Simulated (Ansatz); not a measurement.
`CC1=CC(C(F)(F)F)=[O+][Ti-]([Cl])([Cl])([Cl])[O]1` and `CC1=CC(C(F)(F)F)=[O+][Ti-]([OH])([OH])([F])[O]1` differ in one atom or group.

Ansatz, PBE0-D4/def2-TZVP geometries, multiplicity 1. Each molecule was computed in one conformer, which needn't be the lowest.

Scalar relativity is left out up to krypton.

| property | `CC1=CC(C(F)(F)F)=[O+][Ti-]([Cl])([Cl])([Cl])[O]1` |
| --- | --- |
| HOMO energy (B3LYP/def2-TZVPP) / eV | -8.10 |
| size of the dipole moment (PBE/def2-TZVPP) / D | 5.73 |
| LUMO energy (B3LYP/def2-TZVPP) / eV | -3.71 |
| LUMO energy (ωB97M-V/def2-TZVPP) / eV | -1.48 |
| HOMO energy (ωB97M-V/def2-TZVPP) / eV | -10.44 |
| HOMO energy (PBE/def2-TZVPP) / eV | -7.12 |

Problem. Give the same properties after the change, and the shifts. (Best estimate.)

Solution. Ansatz gave: 
```json
{"property": "HOMO energy (B3LYP/def2-TZVPP) / eV", "`CC1=CC(C(F)(F)F)=[O+][Ti-]([OH])([OH])([F])[O]1`": "-7.85", "shift": "0.25"}
{"property": "size of the dipole moment (PBE/def2-TZVPP) / D", "`CC1=CC(C(F)(F)F)=[O+][Ti-]([OH])([OH])([F])[O]1`": "4.60", "shift": "-1.13"}
{"property": "LUMO energy (B3LYP/def2-TZVPP) / eV", "`CC1=CC(C(F)(F)F)=[O+][Ti-]([OH])([OH])([F])[O]1`": "-2.85", "shift": "0.86"}
{"property": "LUMO energy (ωB97M-V/def2-TZVPP) / eV", "`CC1=CC(C(F)(F)F)=[O+][Ti-]([OH])([OH])([F])[O]1`": "-0.54", "shift": "0.94"}
{"property": "HOMO energy (ωB97M-V/def2-TZVPP) / eV", "`CC1=CC(C(F)(F)F)=[O+][Ti-]([OH])([OH])([F])[O]1`": "-10.17", "shift": "0.27"}
{"property": "HOMO energy (PBE/def2-TZVPP) / eV", "`CC1=CC(C(F)(F)F)=[O+][Ti-]([OH])([OH])([F])[O]1`": "-6.87", "shift": "0.25"}
```

With PBE0 the HOMO rises by 0.28 eV and the LUMO rises by 0.88 eV, so the gap widens by about 0.60 eV. PBE moves the HOMO by 0.25 eV and ωB97M-V by 0.27 eV. Dipoles are sizes alone; their direction can turn.

B3LYP here is the variant with VWN-RPA as its local correlation; programs differ in this.
